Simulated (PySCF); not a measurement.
Species: C₇H₁₄Ge.
SMILES: `CC(C)(C)CC#[C][GeH3]`

Computed with TDDFT B3LYP/def2-SVPD, vertical, gas phase, core orbitals frozen in the response in PySCF. Isolated species at its PBE0-D3(BJ)/def2-SVP geometry, gas phase. Relativistic effects, spin–orbit coupling among them, are left out although an element past zinc is present. Torsions of this conformer, `[CH3:1][C:2]([CH3:3])([CH3:4])[CH2:5][C:6]#[C:7][GeH3:8]`: C1–C2–C5–C6 -60°.

Computed states:

```csv
state,E (eV),f
S1,5.91,0.0000
S2,6.09,0.0029
S3,6.11,0.0001
S4,6.50,0.0003
S5,6.52,0.0048
S6,6.99,0.0026
S7,7.00,0.030
S8,7.30,0.0036
S9,7.31,0.035
S10,7.55,0.628
```

Each state is given a Gaussian of 0.3 eV full width at half maximum, with ε(max) = 2.175×10⁸ f / Δν̃ (Δν̃ the width in cm⁻¹). The cross-section is σ = 3.8235×10⁻²¹ ε cm², given in Mb (10⁻¹⁸ cm²). The width is an assumption, not a result. The curve ends short of the highest state used, and states not computed would add to its high-energy end.

Q: What does the envelope look like, and where are its maxima?

A: 
(E (eV), σ (Mb)): (5.46, 0.00), (5.50, 0.00), (5.55, 0.00), (5.59, 0.00), (5.63, 0.00), (5.67, 0.01), (5.72, 0.02), (5.76, 0.04), (5.80, 0.09), (5.84, 0.17), (5.89, 0.33), (5.93, 0.50), (5.97, 0.69), (6.01, 0.87), (6.05, 1.00), (6.10, 1.04), (6.14, 0.97), (6.18, 0.84), (6.22, 0.71), (6.27, 0.63), (6.31, 0.68), (6.35, 0.85), (6.39, 1.11), (6.44, 1.46), (6.48, 1.68), (6.52, 1.76), (6.56, 1.68), (6.61, 1.45), (6.65, 1.26), (6.69, 1.24), (6.73, 1.54), (6.78, 2.58), (6.82, 4.01), (6.86, 5.91), (6.90, 8.00), (6.95, 10.32)

Maxima: 204 nm (6.09 eV), ε about 270, made up of S2 (96%); 190 nm (6.52 eV), ε about 460, made up of S5 (93%) (ε in L mol⁻¹ cm⁻¹; maxima over ε = 5, shares over 10%). At its high-energy end, 6.95 eV, the curve is still rising (ε about 2700, from S7).

Q: On this curve, what absorbance would a 10⁻³ mol/L sample give at 193 nm over a 1 cm path?

A: 193 nm is 6.424 eV, where ε is about 350 L mol⁻¹ cm⁻¹, so A = ε c l ≈ 0.35 (Beer–Lambert, with the gas-phase spectrum and the assumed width).

Q: What would ε be at 6.52 eV, the highest of these maxima, with half the width (0.15 eV)?

A: About 911 L mol⁻¹ cm⁻¹ against 459, a factor of about 1.98; a lone state at its own centre would give exactly 2.

The vertical ionisation energy (ΔSCF) is 9.32 eV, 1.77 eV above S10.

The run took 10 min wall on an Arm Neoverse N1 with one thread, no GPU, shared host with 64 logical CPUs at a one-minute load of 60, and the process peaked at 1.2 GiB of memory.
